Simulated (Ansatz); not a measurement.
Saddle search on AlH4BrO, closed shell by partitioned rational-function steps on PBE0-D4/def2-TZVP gradients (Ansatz 0.2.0), from this start:

```csv
atom,x (Å),y (Å),z (Å)
Al1,-0.6468,-0.3724,-0.8915
O2,0.7699,0.4793,-0.3647
H3,-0.4344,-1.7571,-1.6294
H4,-2.0118,0.3680,-0.6358
H5,0.5716,0.6674,1.3574
Br6,0.0860,0.4321,2.7154
H7,1.6655,0.1827,-0.5513
```

```tsv
step	energy less the last (meV)	largest force (eV/Å)	curvature followed (eV/Å²)
1	4.2	0.299	-1.76
2	-1.6	0.094	-1.85
3	-1.9	0.085	-1.60
4	-1.7	0.066	-0.03
5	9.1	0.303	-0.41
6	-0.8	0.108	-0.47
7	0.2	0.110	-0.06
8	0.9	0.096	-0.13
9	0.5	0.035	-0.20
10	0.1	0.019	-0.30
11	0.2	0.032	-0.13
12	0.0	0.031	-0.13
13	0.0	0.042	-0.10
14	0.0	0.008	-0.09
15	0.0	0.008	0.33
16	28.7	0.820	0.01
17	19.2	1.025	-0.29
18	-4.2	0.330	-0.21
19	6.3	0.420	-0.12
20	11.8	0.173	-0.04
21	10.7	0.085	-0.01
22	9.4	0.085	-0.01
23	5.5	0.059	-0.02
24	2.7	0.135	-0.03
25	2.3	0.065	0.00
26	2.3	0.122	-0.04
27	0.4	0.022	-0.06
28	0.0	0.022	-0.11
29	0.0	0.016	-0.12
30	0.0	0.005	-0.11
```

The search ended at:

```csv
atom,x (Å),y (Å),z (Å)
Al1,-0.6234,-0.3450,-0.8547
O2,0.7897,0.5412,-0.4301
H3,-0.4287,-1.7793,-1.4879
H4,-1.9862,0.4065,-0.6382
H5,0.5602,0.6602,1.3591
Br6,0.0221,0.3151,2.6654
H7,1.6664,0.2014,-0.6134
```
